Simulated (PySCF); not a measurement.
**C4H4O3: calculation and literature**

Molfile (atoms numbered from 1):
```
C4H4O3
     RDKit          3D

 11 11  0  0  0  0  0  0  0  0999 V2000
   -1.6394   -0.9328   -1.7532 O   0  0  0  0  0  0  0  0  0  0  0  0
   -0.8148   -0.6170   -0.9592 C   0  0  0  0  0  0  0  0  0  0  0  0
   -0.7297    0.6672   -0.1552 C   0  0  0  0  0  0  0  0  0  0  0  0
    0.5290    0.5076    0.6796 C   0  0  0  0  0  0  0  0  0  0  0  0
    1.0685   -0.8566    0.2913 C   0  0  0  0  0  0  0  0  0  0  0  0
    2.0440   -1.4018    0.6928 O   0  0  0  0  0  0  0  0  0  0  0  0
    0.2428   -1.4213   -0.6398 O   0  0  0  0  0  0  0  0  0  0  0  0
   -1.6379    0.7697    0.4392 H   0  0  0  0  0  0  0  0  0  0  0  0
   -0.6923    1.5105   -0.8449 H   0  0  0  0  0  0  0  0  0  0  0  0
    1.2909    1.2587    0.4694 H   0  0  0  0  0  0  0  0  0  0  0  0
    0.3444    0.5185    1.7539 H   0  0  0  0  0  0  0  0  0  0  0  0
  1  2  2  0
  2  3  1  0
  3  4  1  0
  4  5  1  0
  5  6  2  0
  5  7  1  0
  7  2  1  0
  3  8  1  0
  3  9  1  0
  4 10  1  0
  4 11  1  0
M  END
```

How the numbers were obtained: GIAO PBE0/pcSseg-1 shieldings, coordinates at the GFN2-xTB level, in PySCF (isolated molecule, non-relativistic, one computed conformer, equivalent nuclei averaged).

Reference values: measured (solution, CH3CN; L. Olsson, D. Cremer, J. Phys. Chem. 100 (1996) 16881).
```json
{"atoms": "O1/O6", "quantity": "δ $^{17}$O vs gaseous H2O", "reference": "412.1", "computed": "472.0"}
{"atoms": "O7", "quantity": "δ $^{17}$O vs gaseous H2O", "reference": "337.1", "computed": "353.8"}
```

Reference values: measured (CH3CN; Olsson, Cremer, J. Phys. Chem. 1996, 100, 16881).
| atoms | quantity | reference | computed |
| --- | --- | --- | --- |
| O1/O6 | δ $^{17}$O vs H2O (gas) | 412.1 | 472.0 |
| O7 | δ $^{17}$O vs H2O (gas) | 337.1 | 353.8 |

Computed shifts are σ(ref) − σ with the named reference compound (TMS for H and C) calculated as an isolated molecule at the same level. The measured values may be among those fitted. Shieldings were converted by a linear fit to measured shifts: $^{17}$O (scatter 10.7 ppm rms, 12.2 ppm with the 3 outliers that the fit left out vs liquid water, solution or neat liquid). Occasional misses reach two or three times the rms, and more in compound classes unlike the fitted ones.

How far are the unscaled $^{17}$O shifts from the references?

## Answers

Mean signed difference +38.30 ppm, mean absolute 38.30 ppm over 4 comparisons; the largest is +59.9 ppm at O1/O6 (ester carbonyl oxygen).
